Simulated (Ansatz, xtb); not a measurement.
# FH5PSi2: where a starting geometry ends

The starting geometry of this gas-phase doublet has its atoms placed at random.

```xyz
9

F     0.7258   -0.2904    0.6837
P     0.9871    0.2006   -1.0662
Si    0.0344    1.5700   -0.0560
Si   -1.5362   -0.5885   -1.2610
H     0.7729   -0.7611   -0.3525
H     0.2664   -0.6749   -1.5884
H     0.9005   -1.1018    1.0743
H    -1.1719    1.8940   -0.6942
H    -1.7679    0.4075    0.2522
```

Problem. Guess where an optimisation with r2SCAN-D4/def2-SVP ends from this start.

Solution. It loosens into H4PSi2 + FH, which stay close as a complex. Distances that change by over a tenth: F1–H5 (1.14 → 2.58 Å), P2–Si3 (1.95 → 2.29 Å), P2–H5 (1.22 → 1.41 Å), P2–H6 (1.25 → 1.41 Å), Si4–H6 (1.83 → 3.19 Å). Contacts that open: F1–P2 (1.84 → 3.01 Å). Contacts that close: P2–Si4 (2.65 → 2.29 Å), Si3–H9 (2.17 → 1.68 Å), Si4–H9 (1.83 → 1.71 Å).

The energy falls by 13.21 eV over 20 steps:

```json
{"step": "1", "E − E(last) (eV)": "13.212"}
{"step": "3", "E − E(last) (eV)": "3.449"}
{"step": "5", "E − E(last) (eV)": "1.234"}
{"step": "7", "E − E(last) (eV)": "0.745"}
{"step": "9", "E − E(last) (eV)": "0.599"}
{"step": "12", "E − E(last) (eV)": "0.213"}
{"step": "14", "E − E(last) (eV)": "0.009"}
{"step": "16", "E − E(last) (eV)": "0.004"}
{"step": "18", "E − E(last) (eV)": "0.000"}
{"step": "20", "E − E(last) (eV)": "0.000"}
```

Final geometry (Å):

```xyz
9

F     1.0409   -0.7751    1.6192
P     0.4119   -0.1143   -1.2511
Si   -0.3444    1.7237   -0.1109
Si   -1.5130   -0.9116   -0.2990
H     1.6590   -0.6635   -0.8845
H     0.4458   -0.0593   -2.6638
H     0.2166   -1.2080    1.4959
H    -1.1993    2.0245   -1.3465
H    -1.5064    0.6388    0.4327
```

From the same start GFN2-xTB ends elsewhere, in pieces: H4PSi2 + FH.

From so rough a start the end depends on the optimiser's path, so another program may land elsewhere. The end wasn't checked by frequencies. Open shells are spin-unrestricted. Run with Ansatz 0.2.0, 71 s on 2 threads of Intel(R) Xeon(R) 6975P-C (Granite Rapids), on a shared host.
